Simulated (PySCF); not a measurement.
## Se: electron affinity

Se⁻ [Ar] 3d10 4s2 4p5 [4p1/2^2 4p3/2^3, M_J = 3/2] → Se [Ar] 3d10 4s2 4p4 [4p1/2^2 4p3/2^2, M_J = 2], as a difference of total energies. All numbers are calculated (PySCF 2.14, the two-component X2C-1e Hamiltonian, in x2c-SVPall-2c with one added diffuse shell each of s, p, d type (6s7p4d, 47 functions)). Correlated levels: [Ne] frozen; the 6 highest virtual spinors dropped. "Screened" scales the spin-orbit matrix elements by Boettger's factors to mimic the two-electron term; Breit and QED terms are absent.

```csv
method,electron affinity (eV),error (eV)
GHF (spin-free),0.978,-1.043
GMP2 (spin-free),1.764,-0.257
GHF (screened spin-orbit),0.942,-1.079
GMP2 (screened spin-orbit),1.731,-0.290
```

Reference: 2.021 eV (measured; photodetachment measurements, as compiled on the Wikipedia data page of electron affinities).

The spin-free rows relax to the high-spin LS determinant and lack the spin-orbit shift.

Errors of the correlated levels include the incompleteness of this basis and the frozen core.

The labels give the starting determinants; with spin-orbit coupling the two ends relaxed to ⟨J²⟩ = 3.77, ⟨L²⟩ = 2.01, ⟨S²⟩ = 0.76 and ⟨J²⟩ = 6.01, ⟨L²⟩ = 2.07, ⟨S²⟩ = 1.97.
